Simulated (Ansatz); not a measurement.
Molecule: BNH$_{2}$F, net charge 0, doublet state. SMILES: B(F)[NH]
Geometry: optimised at B3LYP-D3(BJ)/def2-TZVP (Ansatz, a program for electronic structure).

Wanted: atomisation energy, in kcal/mol. Conventions: six Cartesian d functions in 6-31G* and its kin unless marked 5d; non-relativistic; UHF or UKS for open shells; valence correlation only; atomisation electronic, to ground-state atoms; spin-orbit terms left out; dispersion terms only where a functional's name holds one. CBS marks a two-point X^-3 extrapolation of the correlation energy; Hartree-Fock from the larger set. [CCSD(T)-MP2]/basis is that difference in the basis named. First-principles rows: single points at B3LYP-D3(BJ) geometries (Ansatz).

```csv
species,coefficient,"E at HF/6-31G* (Ansatz), Eh","E at PBE/def2-TZVPD (Ansatz), Eh"
[NH]BF,-1,-179.76895,-180.52712
B atom,+1,-24.52204,-24.61015
F atom,+1,-99.36496,-99.67049
H atom,+2,-0.49823,-0.49962
N atom,+1,-54.38544,-54.53224
```

Coupled cluster (Ansatz) is a level with limits of its own, used here on species with T1 under 0.025 (0.045 for open shells) and stable references: RI-MP2/CBS(aug-cc-pVTZ,aug-cc-pVQZ)+[CCSD(T)-MP2]/aug-cc-pVTZ. Value to compare with, RI-MP2/CBS(aug-cc-pVTZ,aug-cc-pVQZ)+[CCSD(T)-MP2]/aug-cc-pVTZ (Ansatz): 431.6 kcal/mol. 1 Eh = 627.5095 kcal/mol.

**Question.** Work the quantity out at each level, and compare with RI-MP2/CBS(aug-cc-pVTZ,aug-cc-pVQZ)+[CCSD(T)-MP2]/aug-cc-pVTZ (Ansatz).

**Answer.** 
- HF/6-31G*: the sum of coefficient times E is 0.50005 Eh, or 313.79 kcal/mol. Result: 313.8 kcal/mol. Its difference against RI-MP2/CBS(aug-cc-pVTZ,aug-cc-pVQZ)+[CCSD(T)-MP2]/aug-cc-pVTZ (Ansatz) is -117.8 kcal/mol.
- PBE/def2-TZVPD: the sum of coefficient times E is 0.71500 Eh, or 448.67 kcal/mol. Result: 448.7 kcal/mol. Its difference against RI-MP2/CBS(aug-cc-pVTZ,aug-cc-pVQZ)+[CCSD(T)-MP2]/aug-cc-pVTZ (Ansatz) is 17.1 kcal/mol.
